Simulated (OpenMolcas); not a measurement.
**Mn2+: moving the ligands**

Mn2+ with 6 ligands (fluoride) in octahedral coordination (Oh) at 2.14 Å. A charge of +0.667 e stands 3.2 Å behind each ligand. Ligand basis ANO-RCC-VDZP.

```
Program             : OpenMolcas 26.06
Method              : CASSCF
Basis               : ANO-RCC-VTZP [6s5p3d2f1g]
Scalar Hamiltonian  : DKH2, point nucleus
Active space        : 5 electrons in 5 orbitals (3d)
State averaging     : 2S+1 = 6 even, 1 root; 2S+1 = 4 even, 24 roots; 2S+1 = 2 even, 75 roots
Spin-orbit coupling : state interaction with AMFI integrals over the reference wave functions
```

Runs around this geometry, states (labels of O, the rotations of Oh). Energies in cm-1 above the lowest state or level, χT in cm3 K/mol; 10Dq and B are least-squares fits to the states below 45000 cm-1, weighted by degeneracy, with a free offset, and given where the rms deviation is under 5 % of |10Dq| (or 100 cm-1) and under 700 cm-1.

```
R (Å)  Ground state  10Dq  B (rms of fit)  First gap with spin-orbit (degeneracies)  χT at 300 K  First state of another spin
 2.04           6A1  8186      1096 (118)                              26051 (6, 2)        4.386                    4T1 26102
 2.14           6A1  6164      1102 (100)                              27951 (6, 2)        4.386                    4T1 27995
 2.26           6A1  4341       1121 (55)                              29506 (6, 2)        4.386                    4T1 29542
```

Taking |10Dq| as R^-n, n = -ln(4341 / 8186) / ln(2.26 / 2.04) = 6.2 between the shortest and longest distance. The point-charge formula for a cubic d site gives n = 5.

Without dynamic correlation the repulsion within the d shell is too large (B by tens of per cent), so at a given field states of lower spin stand too high. Ligand-to-metal charge-transfer states are missing. With no ligand orbital active B as a rule stays too high, so bands that hang on it stand too high and its fall with covalency is understated. With metal d orbitals alone and no dynamic correlation the field as a rule comes out too small, by tens of per cent, by up to half for chloride and softer ligands. No measured value stands beside these numbers; the geometry was imposed, not optimised, and the real ion may take another.
